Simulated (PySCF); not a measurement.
fluorine atom (F), doublet.

PySCF was given this input:
```python
from pyscf import gto, scf, dft

mol = gto.Mole()
mol.atom = '''
    F     0.00000000    0.00000000    0.00000000
'''
mol.basis = '3-21g'
mol.spin = 1
mol.verbose = 3
mol.build()

mf = dft.UKS(mol)
mf.xc = 'm062x'
mf.kernel()
```

Estimate the <S^2> that M062X/3-21G (PySCF) returns for this input.

0.750

What number of basis functions does M062X/3-21G give?

9

What is the computed HOMO energy (M062X/3-21G)?

-13.18 eV

These values belong to the state on which the SCF converged, which isn't shown to be the lowest.
